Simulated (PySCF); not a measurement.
C₃H₁₂Si₃, SMILES [SiH3]C(C=C)([SiH3])[SiH3].

Geometry optimised at PBE-D3(BJ)/def2-SVP. The structure was generated by enumeration, and PubChem lists no compound with its InChIKey, so it may never have been made. One conformer was computed; it need not be the lowest.

Method: SMD-PBE0/def2-SVP (PySCF).

Solvation free energies are E(SMD) − E(gas) at the gas-phase geometry, for 1 M in both phases. In vacuum the dipole moment is 0.47 D.

Rank water, diethylether, tetrahydrofuran by solvation free energy, most negative first.

diethylether (-1.4 kcal/mol), tetrahydrofuran (-0.5 kcal/mol), water (5.1 kcal/mol)
